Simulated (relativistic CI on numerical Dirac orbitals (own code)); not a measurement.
**d1 to d9 in one octahedral field**

Computed with a parametric ligand-field model without spin-orbit coupling, by exact diagonalisation: B = 380, C = 1800, 10Dq = 38200 cm⁻¹ (Oh; |10Dq|/B = 100.5) for every shell. Energies in cm⁻¹; the field energy is (0.6 n_e − 0.4 n_t2) × 10Dq of the ground term; g labels are left out. So small a B with so large a field is typical of 4d and 5d ions, where spin-orbit coupling, left out here, reaches 1,000 to 4,000 cm⁻¹.

```tsv
Shell	Ground term	Electrons in e	Field energy	First spin-allowed bands	Lowest term of other spin
d1	2T2	0.000	-15280	2E 38200	
d2	3T1	0.003	-30446	3T2 37185, 3T1 41869	1T2 5959
d3	4A2	0.000	-45840	4T2 38200, 4T1 42611	2E 8561
d4	3T1	0.006	-60909	3E 36327, 3T1 36784	1T2 5461
d5	2T2	0.011	-75978	2A2 35684, 2T1 35818	4T1 29504
d6	?	?	?	?	?
d7	2E	1.006	-68547	2T1 36627, 2T2 37130	4T1 29600
d8	3A2	2.000	-45840	3T2 38200, 3T1 42611	1E 6617
d9	2E	3.000	-22920	2T2 38200
```

(1) Fill in the row of d6.

Answers

(1) Ground term: 1A1; Electrons in e: 0.009; Field energy: -91324; First spin-allowed bands: 1T1 36707, 1T2 42446; Lowest term of other spin: 3T1 32997. Low spin: d4, d5, d6, d7; the other shells keep the spin of the free ion. Only d4 to d7 can choose; the field needed to pair spins is smallest for d6 and largest for d5, which loses most exchange energy. In the strong-field picture 10Dq must exceed about 6B + 5C = 11280 (d4), 7.5B + 5C = 11850 (d5), 2.5B + 4C = 8150 (d6) and 4B + 4C = 8720 (d7); mixing of terms shifts these bounds somewhat.
